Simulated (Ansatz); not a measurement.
Job for Ansatz (a first-principles code): R-SVWN5/def2-TZVPP on H3NSSn (SMILES [NH2][Sn][SH]), a point of a torsion scan. Elements past Kr take the def2 small-core potentials; no spin–orbit coupling.

Ansatz 0.2 input:
```yaml
crystal:
  periodic: [false, false, false]
  atoms:
    - {symbol: N, position_ang: [-1.47546804, -0.04470088, 0.26670286]}
    - {symbol: Sn, position_ang: [0.46093500, 0.09975227, 0.98107234]}
    - {symbol: S, position_ang: [1.51954576, -1.06495716, -0.90861560]}
    - {symbol: H, position_ang: [-2.05547781, 0.76217705, 0.07514778]}
    - {symbol: H, position_ang: [-1.64617890, -0.68457701, -0.50229848]}
    - {symbol: H, position_ang: [2.75482204, -1.12834156, -0.43055738]}
basis:
  gaussian:
    orbitals: def2-TZVPP
hamiltonian:
  xc: {name: SVWN5}
scf: {lower_state_search: off}
```

The log:

```
WARN ansatz: RAYON_NUM_THREADS=1 ignored (pool sized by the plan → 1); use --threads N
Functional definition: SVWN5
these checks for a lower state are left out or cut short: stability, starts, cluster_reference, orbital_swaps, neighbouring_geometries, increment
integrals: 0.08 GiB planned
1004 factors; their error is unknown
mean field: 0.53 GiB planned
mean field evaluation 1: about -18136.2929 eV, gradient 8.1e1 eV
mean field evaluation 2: about -18048.8421 eV, gradient 1.6e2 eV
mean field evaluation 4: about -18148.2844 eV, gradient 2.3e1 eV
mean field evaluation 8: about -18149.6094 eV, gradient 3.3e-1 eV
mean field evaluation 16: about -18149.5997 eV, gradient 2.6e-3 eV
mean field -18149.59972118 eV, -666.9854875128 hartree, gradient 1.7e-6 eV, S^2 0.000000; 0 other end points of the search recorded, 0 dependent functions left out
reference -18149.59975676 eV, -666.9854888202 hartree; 24, 24 occupied and 141, 141 virtual orbitals, 1004 factors
Total energy: -18149.59975676 eV, -666.9854888202 hartree
Checks for a lower state left out: stability, starts, cluster_reference, orbital_swaps, neighbouring_geometries, increment
```

The run converged.

Cost: about 1.5 core-seconds (a rough figure).
